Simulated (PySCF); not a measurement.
silene (CH₄Si), SMILES C=[SiH2]. Geometry optimised at PBE-D3(BJ)/def2-TZVP.

The numbers are results of PBE-D3(BJ)/def2-TZVP in PySCF 2.14.0, not measurements.

Harmonic wavenumbers (cm⁻¹): 423, 460, 709, 736, 803, 903, 969, 1341, 2199, 2224, 3087, 3178. Rotational constants (GHz): 103.3, 14.64, 12.83; symmetry number 2.

Q: Work out the zero-point energy and the ideal-gas rigid-rotor harmonic-oscillator thermochemistry at 298.15 K and 1 atm.

A: ZPE = ½ Σ hcν = ½ × 17031 cm⁻¹ = 24.35 kcal/mol. H − E(el) = 27.30 kcal/mol. Entropy in cal/(mol K): translation 37.28, rotation 18.97, vibration 2.68, total 58.93. G − E(el) = 9.73 kcal/mol. Cp = 13.98 cal/(mol K).
